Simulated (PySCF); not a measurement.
# One molecule, several mistakes: AlBGeH6N

All numbers below are calculated, not measured. They come from PySCF 2.14.0, an open-source quantum chemistry program, on an isolated molecule that a program drew, which may never have been made. The molecule is AlBGeH6N (charge 0, doublet), drawn as the SMILES string `[BH2][Al][NH][GeH3]`.

Each row is a Hartree-Fock (HF) and frozen-core CCSD(T) single point in the cc-pV(D+d)Z basis, meant for a local HF minimum. Run 1 is clean. Each other run has one planted mistake out of seven kinds, and not every kind appears here: one electron removed, one electron added, multiplicity raised by two, geometry at a saddle point, minimal basis STO-3G, one bond length entered in bohr, all coordinates scaled. The reference is restricted for singlets and unrestricted otherwise, and also for a bond in bohr. Adding or removing an electron swaps singlet and doublet. Electrons count all cores. HOMO and LUMO are orbital energies over both spins, the gradient is its largest component, and the lowest frequency (negative if imaginary) is given only where the gradient is small. Bond lengths are over the 9 bonds as drawn. T1 is the CCSD diagnostic: over 0.02 (restricted) or 0.045 (unrestricted) a single reference is doubtful. Germanium has the cc-pVDZ-PP basis, with a core potential (ECP10MDF) in place of its 10 inner electrons, and its 3s, 3p and 3d shells are frozen in CCSD(T).

Geometry of the clean run:
```xyz
10
AlBGeH6N, angstrom
B     1.0653    0.9043    2.1088
Al    1.2829   -0.2444    0.3141
N     0.0443   -1.3134   -0.4031
Ge   -1.6707   -1.7238    0.1408
H     1.4493    0.4839    3.1692
H     0.7244    2.0580    2.0740
H     0.2896   -1.7931   -1.2546
H    -1.9319   -0.9443    1.4329
H    -1.8149   -3.2287    0.4052
H    -2.6951   -1.3157   -0.9267
```

| run | electrons | basis functions | <S^2> | HOMO (eV) | LUMO (eV) | gradient (hartree/bohr) | lowest frequency (cm^-1) | mean bond (Å) | longest bond (Å) | T1 | HF (hartree) | CCSD(T) (hartree) | mistake |
|---|---|---|---|---|---|---|---|---|---|---|---|---|---|
| 1 | 63 | 104 | 0.808 | -7.49 | 1.22 | 1.0e-05 | 75 | 1.5322 | 2.142 | 0.0234 | -617.89662 | -618.36256 | no fault |
| 2 | 64 | 104 | 0.000 | -0.32 | 6.40 | 3.2e-02 | - | 1.5322 | 2.142 | 0.0308 | -617.87601 | -618.38491 | one electron added |
| 3 | 63 | 104 | 1.810 | -7.52 | 0.26 | 1.2e-02 | - | 1.6835 | 2.894 | 0.0273 | -617.77276 | -618.21464 | one bond length entered in bohr |
| 4 | 63 | 104 | 3.763 | -7.00 | -1.18 | 4.3e-02 | - | 1.5322 | 2.142 | 0.0192 | -617.78905 | -618.23982 | multiplicity raised by two |
| 5 | 62 | 104 | 0.000 | -15.10 | -5.88 | 5.3e-02 | - | 1.5322 | 2.142 | 0.0166 | -617.65116 | -618.10994 | ? |

**Which mistake was planted in run 5, and what did it cost?**

It counts 62 electrons, one fewer than the clean run, at the same geometry and basis. So the mistake is: one electron removed. Subtracting run 1 and multiplying by 627.51 kcal/mol a hartree, the energy moved by 154.0 kcal/mol in HF and 158.5 kcal/mol in CCSD(T).

Cautions from the logs. Run 2: T1 is over the limit, so its CCSD(T) energy is less reliable.
